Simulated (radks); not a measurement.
Q: Coherent X-ray form factor from a spherical all-electron density. All-electron calculation, Dirac Kohn-Sham, PBE, spin-unpolarised, spherical densities, finite nucleus; Fermi nuclear charge, rms radius of each element as measured or else 0.836 A^(1/3) + 0.57 fm. Program: a radial shooting solver on a logarithmic mesh with Libxc functionals.

| sin(theta)/lambda (1/angstrom) | f0 (electrons) |
|---|---|
| 0.05 | 45.464 |
| 0.1 | 43.947 |
| 0.15 | 41.691 |
| 0.2 | 39.000 |
| 0.25 | 36.159 |
| 0.3 | 33.384 |
| 0.4 | 28.515 |
| 0.5 | 24.786 |
| 0.6 | 22.054 |
| 0.8 | 18.394 |
| 1 | 15.686 |
| 1.25 | 12.669 |
| 1.5 | 10.103 |
| 2 | 6.882 |

The species is in the configuration that NIST lists as its ground one. Which atom or ion scatters so?

A: The cadmium ion Cd2+, [Kr] 4d10. Extrapolating in s^2 from the first two rows gives f0(0) = 46.0, near the electron count 46; among species with that count, the fall with angle is slower the higher Z, and the table is that of Z = 48; from so few rows the species is fixed only to a neighbour or two.
